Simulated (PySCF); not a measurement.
1,1-difluoro-2-methylprop-1-ene (C4H6F2), SMILES FC(=C(C)C)F. The structure is a stationary point at PBE0-D3(BJ)/def2-SVP.

Question: Give the equilibrium geometry at PBE0-D3(BJ)/def2-SVP (PySCF confirms it by a frequency run) as a Z-matrix, and its point group. (An estimate is asked for; the answer gives what the named calculation found.)

Answer: point group C2v.
```
C
C 1 1.3308
F 2 1.3173 1 125.07
F 2 1.3173 3 109.86 1 180.00
C 1 1.4969 2 120.81 3 0.00
H 5 1.0975 1 112.27 2 0.00
H 5 1.1030 6 108.15 1 -122.33
H 5 1.1030 6 108.15 7 -115.34
C 1 1.4969 2 120.81 3 180.00
H 9 1.0975 1 112.27 2 0.00
H 9 1.1030 10 108.15 1 -122.33
H 9 1.1030 10 108.15 11 -115.34
```
Charge 0, spin multiplicity 1.
